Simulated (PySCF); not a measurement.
**Mo⁺ (molybdenum, charge +1): revPBE calculation**

Configuration: [Kr] 4d4 5s1, high-spin 6D determinant (an excited configuration). Calculation: PySCF 2.14, in aug-cc-pVTZ-PP with one added diffuse shell each of s, p, d, f, g type with ECP28MDF (7s7p6d4f3g, 113 functions); scalar relativity through the core potential.

| Item | Value |
| --- | --- |
| Total energy | -67.6084 hartree |
| One-electron energy | -111.3664 hartree |
| Hartree (Coulomb) energy | 51.3897 hartree |
| Exchange-correlation energy | -7.6317 hartree |
| ⟨S²⟩ | 8.7507 |
| ⟨L²⟩ | 6.008 |
| Sum of ⟨r⟩ | 20.04 bohr |
| Sum of ⟨r²⟩ | 39.45 bohr² |
| Traceless quadrupole moment −½Σ⟨3z² − r²⟩ along its main axis | -0.953 e·bohr² |

| shell | electrons | mean orbital energy (hartree) | spread (hartree) | rms radius, mean of both spins (bohr) |
| --- | --- | --- | --- | --- |
| 4s α | 1 | -2.77160 | 0 | 1.18 |
| 4s β | 1 | -2.67764 | 0 | 1.18 |
| 4p α | 3 | -1.81421 | 0.01829 | 1.32 |
| 4p β | 3 | -1.71125 | 0.04385 | 1.32 |
| 4d α | 4 | -0.50358 | 0.02790 | 1.97 |
| 5s α | 1 | -0.42839 | 0 | 3.27 |

Energies and moments cover only the electrons outside the core potential.
